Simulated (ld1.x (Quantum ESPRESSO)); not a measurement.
# bismuth (Bi): PAW pseudisation with PBEsol, scalar-relativistic reference atom.

ld1.x (Quantum ESPRESSO) 7.5 input, shortened:

```
&input
   title='Bi', zed=83., rel=1, dft='PBESOL', iswitch=3,
   config='[Xe] 4f14 5d10 6s2 6p3'
 /
 &inputp
   pseudotype=3, lpaw=.true., tm=.true., lloc=-1, rcloc=0.80,
   nlcc=.true., new_core_ps=.true.,
   which_augfun='BESSEL', rmatch_augfun=0.70
 /
6
5S  1  0   2.00   0.00  1.15  1.45  0.0
6S  2  0   2.00   0.00  1.15  1.45  0.0
5P  2  1   6.00   0.00  1.55  1.85  0.0
6P  3  1   3.00   0.00  1.55  1.85  0.0
5D  3  2  10.00   0.00  0.90  1.05  0.0
5D  3  2   0.00   0.90  0.90  1.05  0.0
 &test
   configts(1)='5s2 5p6 5d10 6s2 6p3'
 /
```

All-electron outer shells of the reference configuration (PBEsol, scalar-relativistic, ld1.x):

| shell | level (eV) | outermost node (bohr) | outermost maximum (bohr) |
| --- | --- | --- | --- |
| 4d | -429.87 | 0.19 | 0.38 |
| 5s | -157.81 | 0.44 | 0.77 |
| 4f | -152.63 | – | 0.34 |
| 5p | -95.82 | 0.48 | 0.86 |
| 5d | -27.06 | 0.51 | 1.03 |
| 6s | -14.53 | 0.98 | 1.86 |
| 6p | -4.60 | 1.14 | 2.44 |

(1) Estimate the cutoffs (Ry, on a coarse ladder) from which the occupation-weighted sum of valence levels, in a spherical-Bessel basis at the reference potential, stays within 10 and 1 mRy of its value at 400 Ry.

(2) What does a ghost test show?

(3) Is the overlap operator S = 1 + Σ q|β⟩⟨β| positive definite (Bessel basis up to 400 Ry)?

(4) Which valence shell sets the plane-wave cutoff?

(5) Tests: 5s2 5p6 5d10 6s2 6p2; 5s2 5p6 5d10 6s2 6p1; 5s2 5p6 5d10 6s2 6p0; 5s2 5p6 5d10 6s1 6p4; 5s2 5p6 5d10 6s0 6p5; 5s2 5p6 5d10 6s2 6p2.5; 5s2 5p6 5d9 6s2 6p4. Which has the largest error in its energy relative to the reference configuration, and how large is it?

Answers

(1) 100 Ry and 180 Ry.

(2) Ghost state, extra bound levels that the all-electron valence spectrum of the same l lacks: s at -274.5 eV. A true bound ghost makes a file unfit for plane-wave use. The logarithmic derivative shows an extra or strongly shifted pseudo pole above the reference energy (p near 0.44 Ry).

(3) Yes: its lowest eigenvalue is 0.06 (s channel).

(4) 5d: its level needs 100 Ry to come within 1 mRy, against 50 Ry for 6s.

(5) 5s2 5p6 5d9 6s2 6p4, with +102 meV (all-electron minus pseudo) on +24.16 eV.
